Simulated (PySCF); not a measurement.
From computed data to an observable: chemical shift, span and skew from a shielding tensor

C₄H₄BN, SMILES C#CB(N)C#C. Atoms are numbered in the order given.

```xyz
10

C      0.0000    -2.3866    -0.9849
C      0.0000    -1.3335    -0.3664
B      0.0000     0.0000     0.3991
N      0.0000     0.0000     1.7995
C      0.0000     1.3335    -0.3664
C      0.0000     2.3866    -0.9849
H      0.0000    -3.3111    -1.5340
H      0.0000    -0.8533     2.3454
H      0.0000     0.8533     2.3454
H      0.0000     3.3111    -1.5340
```

Geometry: r2SCAN-D4/def2-SVP. The structure was generated by enumeration, and PubChem lists no compound with its InChIKey, so it may never have been made. The values are those of a single conformer.

GIAO shieldings from PBE0/pcSseg-1 run with PySCF, non-relativistic, no solvent. The symmetric part of the tensor of C2 has the principal values -10.6, -6.3, 294.0 ppm. The same nucleus in TMS has σ = 186.3 ppm at this level (PySCF, at its B3LYP-D3(BJ)/def2-TZVP geometry).

Q: Work out the isotropic shielding, the ¹³C shift against TMS, the span and the skew.

A: 
σ(iso) = (σ11 + σ22 + σ33)/3 = 92.4 ppm. δ = σ(ref) − σ(iso) = 186.3 − (92.4) = 93.9 ppm.
Span Ω = σ33 − σ11 = 304.6 ppm. Skew κ = 3(σ(iso) − σ22)/Ω = 0.97, an axial tensor. Tumbling in solution averages the tensor to δ; in a static solid the shielding alone would spread this spin-1/2 line over Ω.
